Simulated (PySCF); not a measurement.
Method: PBE-D3(BJ)/def2-TZVP // PBE-D3(BJ)/def2-SVP (PySCF). Gas-phase values, no solvent. One relaxed conformer stands for a flexible species; it need not be the lowest. 

Reference species: [Au(CO)(H)] (neutral, multiplicity 1).

```json
{
 "HOMO": "-6.82 eV",
 "LUMO": "-3.19 eV"
}
```

Changed species: [Au(H2O)(H)] (L = H2O, X = H; the reference has L = CO, X = H).

Give the shifts of the HOMO and LUMO.

the HOMO increases by 1.07 eV, to -5.75 eV; the LUMO goes up by 1.43 eV, to -1.76 eV.
